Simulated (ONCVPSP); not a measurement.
# PBEsol ONCV dataset for germanium (Ge), fully relativistic all-electron reference.

Input for ONCVPSP 4.0.1:

```
# ATOM AND REFERENCE CONFIGURATION
# atsym  z   nc   nv     iexc    psfile
  Ge 32.00    4    4  -116133      upf
#
#   n    l    f
    1    0    2.00
    2    0    2.00
    2    1    6.00
    3    0    2.00
    3    1    6.00
    3    2   10.00
    4    0    2.00
    4    1    1.50
#
# PSEUDOPOTENTIAL AND OPTIMIZATION
# lmax
    2
#
#   l,   rc,      ep,       ncon, nbas, qcut
    0    1.30    0.00    4    9    5.30
    1    1.10    0.00    4    7   11.90
    2    0.70    0.00    4    9   23.40
#
# LOCAL POTENTIAL
# lloc, lpopt,  rc(5),   dvloc0
    4    5    0.65    0.00
#
# VANDERBILT-KLEINMAN-BYLANDER PROJECTORs
# l, nproj, debl
    0    1    0.70
    1    2    2.30
    2    3    0.70
#
# MODEL CORE CHARGE
# icmod, fcfact, rcfact
    4    0.35    0.00
#
# LOG DERIVATIVE ANALYSIS
# epsh1, epsh2, depsh
   -6.00    5.00    0.04
#
# OUTPUT GRID
# rlmax, drl
    6.00    0.01
#
# TEST CONFIGURATIONS
# ncnf
    4
# nvcnf
#   n    l    f
    4
    3    1    6.00
    3    2   10.00
    4    0    2.00
    4    1    2.00
#
    4
    3    1    6.00
    3    2   10.00
    4    0    2.00
    4    1    1.00
#
    4
    3    1    6.00
    3    2   10.00
    4    0    2.00
    4    1    0.00
#
    4
    3    1    6.00
    3    2   10.00
    4    0    1.00
    4    1    2.00
#
```

Command:

```bash
oncvpspr.x < Ge.dat > Ge.out
```

Output (shortened: citation, most of the input echo, consistency checks and plot data are left out):

```
ONCVPSP  (Optimized Norm-Conservinng Vanderbilt PSeudopotential)
relativistic version 4.0.1

#   n    l    f        energy (Ha)
    1    0    2.00    -4.0251588D+02
    2    0    2.00    -5.0505589D+01
    2    1    6.00    -4.3783635D+01    -4.4953448D+01
    3    0    2.00    -6.3321433D+00
    3    1    6.00    -4.3453604D+00    -4.5025889D+00
    3    2   10.00    -1.2241088D+00    -1.2456267D+00
    4    0    2.00    -5.7407373D-01
    4    1    1.50    -2.6907378D-01    -2.7707279D-01

Reference configufation results
  iterations    26
  all-electron total energy (Ha)   -2.09729020D+03

Begin loop to  construct optimized pseudo wave functions
and semi-local pseudopoentials for all angular momenta

Calculating optimized projector #   1

 for l=   0

    Fraction of norm inside rc  0.131813
    Optimizing pswf for qcut=   5.31 a_B^-1,  ecut=  14.10 Ha

optimize: ERROR ps0norm > uunorm, code will stop
```

The run stopped because the continuity conditions at rc already need more norm inside rc than the all-electron wave has, so norm conservation cannot be met.

The run took about 0.36 s on one core of a shared server CPU.
